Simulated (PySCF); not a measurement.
Method: PBE-D3(BJ)/def2-TZVP // PBE0-D4/def2-TZVP (PySCF). All species are isolated molecules in the gas phase. One relaxed conformer stands for a flexible species; it need not be the lowest. Excitations are Tamm–Dancoff values on a coarser integration grid. The basis has no diffuse functions, so Rydberg states are missing or too high.

Reference species (SMILES): `O[SiH3]` (neutral, multiplicity 1).

The S1 oscillator strength is 0.002 and the S1–T1 gap (TDA) is 0.35 eV.

Changed species: `C=C[SiH2]O` (C–C–Si–O torsion -6°, C–Si–O–H torsion -73°) (X = vinyl; the reference has X = H).

### Question
Predict the effect on the S1 oscillator strength and S1–T1 gap (TDA).

### Answer
the S1 oscillator strength hardly moves; the S1–T1 gap (TDA) goes up by 1.06 eV, to 1.41 eV.
